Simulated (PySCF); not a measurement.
**Sulfur: a sound run and one with changed settings**

Sound run: S⁺ [Ne] 3s2 3p3, S²⁺ [Ne] 3s2 3p2. Computed with PySCF 2.14 in pcseg-2 (5s4p2d1f, 34 functions), with the non-relativistic Hamiltonian (point nucleus). The sound run starts from symmetry-adapted Hartree-Fock orbitals and uses a fine grid where one is needed.

A second run was set up differently.

| species | method | sound run (hartree) | changed run (hartree) | converged |
| --- | --- | --- | --- | --- |
| S⁺ | UHF | -397.16238 | -397.16238 | yes |
| S⁺ | M06-2X | -397.71897 | -397.71897 | yes |
| S⁺ | B3LYP | -397.75335 | -397.75335 | yes |
| S²⁺ | UHF | -396.32740 | -396.32740 | yes |
| S²⁺ | M06-2X | -396.86675 | -396.86843 | yes |
| S²⁺ | B3LYP | -396.89883 | -396.89889 | yes |

Ionisation energy of S⁺:

| method | sound run (eV) | changed run (eV) |
| --- | --- | --- |
| UHF | 22.721 | 22.721 |
| M06-2X | 23.190 | 23.145 |
| B3LYP | 23.253 | 23.251 |

Task: What was changed?
A. minimal basis
B. level shift left on
C. all electrons correlated in a valence basis
D. angular grid far too coarse

Result: D. It used 26 angular points. A coarse angular grid integrates products of high-l functions wrongly, so density functionals can shift, and the SCF can exploit the error; Hartree-Fock and MP2 need no grid.
